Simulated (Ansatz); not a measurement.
# Two structures, one formula

The two ends of one reaction step of CH₆Sn, closed shell (PBE0-D4/def2-TZVP).

A:

```xyz
8
angstrom
Sn -1.0709 0.9117 0.2718
C 1.0583 0.4833 -0.0446
H -1.3212 -1.5417 0.3453
H -1.4083 -1.3816 1.0828
H -1.5444 0.2191 -1.2961
H 1.4271 1.2227 -0.7642
H 1.2302 -0.5048 -0.4729
H 1.6296 0.5912 0.8779
```

B:

| atom | x (Å) | y (Å) | z (Å) |
| --- | --- | --- | --- |
| Sn1 | -1.8166 | 0.7799 | 0.3651 |
| C2 | 1.1482 | -0.0454 | 0.0586 |
| H3 | 0.3351 | -0.6895 | 0.4148 |
| H4 | -2.0811 | -0.9336 | 0.7423 |
| H5 | -1.8691 | 0.4264 | -1.3709 |
| H6 | 0.7897 | 0.7671 | -0.5783 |
| H7 | 1.8077 | -0.6723 | -0.5413 |
| H8 | 1.6863 | 0.3672 | 0.9096 |

Program: Ansatz 0.2.0. Basis: def2-TZVPP. Cores are frozen in the correlated methods. Filled d shells of the heavier atoms are correlated. Core potentials replace the inner electrons of the atoms past krypton. The def2 sets are not built for correlating such inner shells, so the correlated values are less sure here. B3LYP uses VWN-RPA correlation.

Problem. Which structure is lower at CCSD(T), and by how much? (To be estimated.)

Solution. Computed: B, by 45.1 kJ/mol (electronic energy, against the other). By their contacts, A is a complex of CH₄Sn ([CH3][SnH]) + H₂ and B is a complex of SnH₂ + CH₄.

All methods give the same order:

```csv
method,E(B) − E(A) (kJ/mol)
SPW92,-40.7
PBE-D4,-40.4
BLYP-D4,-42.8
r2SCAN-D4,-44.0
B97M-V,-59.8
PBE0-D4,-45.1
B3LYP-D4,-47.0
r2SCAN0-D4,-47.0
BHLYP-D4,-52.9
CAM-B3LYP-D4,-50.3
wB97X-V,-47.5
wB97M-V,-46.2
B2PLYP,-45.4
PBE-QIDH,-44.4
RPA on PBE,-46.4
HF,-66.3
MP2,-37.0
CCSD,-49.0
CCSD(T),-45.1
```

The T1 diagnostic stays at or below 0.014.

Labels in which every atom is bracketed show which atoms are joined, not bond orders.

For scale, one of the runs: CCSD(T)/def2-TZVPP, 165 basis functions, launched by `ansatz run in.yaml --threads 2 --pin off --events-out ev --progress --plain --max-ram 4352MiB`. Hardware: 2 CPU threads of an Arm Neoverse V2, shared host. Wall time 35 s; peak host memory 1.4 GiB.
